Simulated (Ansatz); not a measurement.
Input for Ansatz (an electronic-structure program): R-wB97M-V/def2-TZVPPD on CH4GeO2 (a complex), monomers drawn apart or pushed together. Files ending in .json are basis or fitting sets from the Basis Set Exchange.

Ansatz 0.2 input:
```yaml
crystal:
  periodic: [false, false, false]
  atoms:
    - {symbol: O, position_ang: [0.50536963, -0.83131025, -0.63911488]}
    - {symbol: C, position_ang: [-0.45256970, -0.62919458, -0.01865846]}
    - {symbol: O, position_ang: [-1.41230485, -0.42745232, 0.60109435]}
    - {symbol: Ge, position_ang: [0.53306127, 0.75038339, 4.95521300]}
    - {symbol: H, position_ang: [-0.27662648, -0.52026501, 5.24634575]}
    - {symbol: H, position_ang: [1.39793994, 0.52562214, 3.70343480]}
    - {symbol: H, position_ang: [1.45228524, 1.06211482, 6.14554552]}
    - {symbol: H, position_ang: [-0.41710045, 1.93014669, 4.71147847]}
basis:
  gaussian:
    orbitals: def2-TZVPPD.json
hamiltonian:
  xc: {name: wB97M-V}
scf: {lower_state_search: off}
```

It printed:

```
WARN ansatz: RAYON_NUM_THREADS=1 ignored (pool sized by the plan → 1); use --threads N
Functional definition: wB97M-V
these checks for a lower state are left out or cut short: stability, starts, cluster_reference, orbital_swaps, neighbouring_geometries, increment
integrals: 0.20 GiB planned
1192 factors; their error is unknown
integrals: 0.23 GiB planned
329 factors; integrals over basis functions are off by at most 3.5e-5 eV
mean field: 1.61 GiB planned
mean field evaluation 1: about -61708.2844 eV, gradient 5.0e1 eV
mean field evaluation 2: about -61707.2203 eV, gradient 5.8e1 eV
mean field evaluation 4: about -61711.9089 eV, gradient 1.4e0 eV
mean field evaluation 8: about -61712.0652 eV, gradient 2.4e-2 eV
mean field evaluation 16: about -61712.0652 eV, gradient 2.1e-6 eV
mean field -61712.06524419 eV, -2267.8765677837 hartree, gradient 2.1e-6 eV, S^2 0.000000; 0 other end points of the search recorded, 0 dependent functions left out
reference -61712.06532133 eV, -2267.8765706186 hartree; 29, 29 occupied and 210, 210 virtual orbitals, 1192 factors
Total energy: -61712.06532133 eV, -2267.8765706186 hartree
Checks for a lower state left out: stability, starts, cluster_reference, orbital_swaps, neighbouring_geometries, increment
```

Self-consistency was reached.

Cost: about 13 core-seconds (a rough figure).
